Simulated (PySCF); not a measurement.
# Spinor energies of S⁺ (sulfur, charge +1)

Start: [Ne] 3s1 3p4; 3s1/2 filled at m_j = +1/2; 3p1/2 filled at m_j = +1/2; 3p3/2 filled at m_j = -1/2, +1/2, +3/2. Calculated with PySCF 2.14 in x2c-TZVPall-2c: generalised Hartree-Fock with the X2C-1e Hamiltonian and a Gaussian nucleus; one run each with spin-orbit coupling (SO) switched off, then screened by Boettger's factors. This is a chosen level, not necessarily the ground level.

| spinor shell | electrons | ε, spin-free (eV) | ε, screened SO (eV) | weight of nominal j (screened SO) | rms radius, screened SO (bohr) |
| --- | --- | --- | --- | --- | --- |
| 1s1/2 | 2 | -2524.5 | -2524.5 | 1.000 | 0.112 |
| 2s1/2 | 2 | -259.11 | -259.10 | 1.000 | 0.517 |
| 2p1/2 | 2 | -194.91 | -196.25 | 0.830 | 0.489 |
| 2p3/2 | 4 | -194.91 | -194.22 | 0.915 | 0.491 |
| 3s1/2 | 1 | -39.746 | -39.736 | 1.000 | 1.74 |
| 3p3/2 | 3 | -22.821 | -24.370 | 0.661 | 2.00 |
| 3p1/2 | 1 | -22.821 | -18.181 | 0.660 | 2.21 |

```json
{"quantity": "E (hartree)", "spin-free": "-397.85625", "screened SO": "-397.85797"}
{"quantity": "M_J", "spin-free": "5/2", "screened SO": "5/2"}
{"quantity": "⟨J²⟩", "spin-free": "8.767", "screened SO": "8.767"}
{"quantity": "⟨L²⟩", "spin-free": "2.004", "screened SO": "2.004"}
{"quantity": "⟨S²⟩", "spin-free": "3.763", "screened SO": "3.762"}
```

Each row is a mean over spinors that exchange with the open shell spreads, by up to 1.912 eV (2p3/2).

Rows whose weight is well below 1 are mixtures of j = l ± 1/2: exchange outweighs spin-orbit coupling there, and the label is only the starting occupation.

Without spin-orbit coupling the j labels of p, d and f shells carry no meaning; the spin-free column gives the mean over the occupied spinors of each nl shell.
